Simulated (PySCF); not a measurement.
CH5Bi. Atoms are numbered in the order given.

```xyz
7

Bi     0.2263     0.0310     0.0000
H      0.3254    -1.2350     1.2687
H      0.3254    -1.2350    -1.2687
C     -2.0424    -0.0125     0.0000
H     -2.3948     0.5060    -0.8907
H     -2.3925    -1.0415     0.0000
H     -2.3948     0.5060     0.8907
```
Charge 0, spin multiplicity 1.

Coordinates come from a r2SCAN-D4/def2-TZVP optimisation. The def2 effective core potentials stand for the cores of Bi; spin–orbit coupling is left out.

Calculation: r2SCAN-D4/def2-TZVP (PySCF).

Frequencies are harmonic and unscaled.

**Question.** Give all harmonic wavenumbers and intensities. (An estimate is asked for; the answer gives what the named calculation found.)

**Answer.** 
| mode | ν (cm⁻¹) | IR (km/mol) | Raman (Å⁴/amu) | depolarisation | moving atoms (share of kinetic energy) |
|---|---|---|---|---|---|
| 1 | 133 | 2.0 | 0.0 | – | H 100 % |
| 2 | 464 | 25.9 | 38.6 | 0.29 | C 70 %, H 23 % |
| 3 | 512 | 0.0 | 14.9 | 0.75 | H 100 % |
| 4 | 530 | 11.2 | 17.8 | 0.58 | H 93 % |
| 5 | 768 | 17.3 | 39.1 | 0.75 | H 99 % |
| 6 | 793 | 31.4 | 6.4 | 0.74 | H 86 %, C 14 % |
| 7 | 811 | 11.4 | 7.3 | 0.75 | H 85 %, C 14 % |
| 8 | 1188 | 6.0 | 46.4 | 0.28 | H 84 %, C 16 % |
| 9 | 1454 | 3.5 | 5.2 | 0.73 | H 95 % |
| 10 | 1457 | 4.5 | 4.9 | 0.75 | H 95 % |
| 11 | 1795 | 240.5 | 257.5 | 0.11 | H 100 % |
| 12 | 1802 | 259.2 | 185.2 | 0.75 | H 100 % |
| 13 | 3061 | 16.4 | 143.4 | 0.01 | H 98 % |
| 14 | 3161 | 7.4 | 75.2 | 0.75 | H 90 %, C 10 % |
| 15 | 3181 | 4.2 | 66.9 | 0.73 | H 90 %, C 10 % |
